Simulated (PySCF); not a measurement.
Species: C₄H₈P₂S.
SMILES: `C=C[C@@H]1C[P@]1(P)=S`

Jobs on this species (15 atoms, 78 electrons) with PySCF (density fitting). Hardware of each: one thread of an Intel Xeon at 2.70 GHz, shared host. Other jobs ran on the host; a repeat could differ by tens of per cent or more. Peak memory is the resident size of the whole Python process, interpreter and libraries included.

```csv
level and settings,work,basis functions,SCF cycles,wall time,peak memory
PBE0/6-31++G**,"shieldings, ring-centre shieldings, charges and field gradients",186,?,?,?
PBE0/def2-SVP,"3 singlets by full TDDFT, 5 Tamm–Dancoff triplets, polarisability",150,?,?,?
"wB97X/6-31G*, level shift 0.3 Eh, energy threshold 1e-08 Eh","spin–spin couplings from 14 perturbed nuclei, spin–dipole term for 2 of them",126,?,?,?
"PBE0/pcSseg-1, fitting basis def2-qzvpp-jkfit","shieldings, ring-centre shieldings, charges and field gradients",180,11,44 s,0.86 GiB
PBE0/def2-SVPD,"3 singlets by full TDDFT, 5 Tamm–Dancoff triplets, polarisability",219,14,64 s,0.94 GiB
```

Q: Fill in the missing figures.

A: 
- PBE0/6-31++G**; shieldings, ring-centre shieldings, charges and field gradients: 56 s, 0.97 GiB, 14 SCF cycles
- PBE0/def2-SVP; 3 singlets by full TDDFT, 5 Tamm–Dancoff triplets, polarisability: 38 s, 0.69 GiB, 14 SCF cycles
- wB97X/6-31G*, level shift 0.3 Eh, energy threshold 1e-08 Eh; spin–spin couplings from 14 perturbed nuclei, spin–dipole term for 2 of them: 80 s, 0.84 GiB, 13 SCF cycles

Q: What do all jobs in the table cost together?

A: About 4.7 min; the longest takes about 28 % of that, and about 2.1 times as long as the shortest.
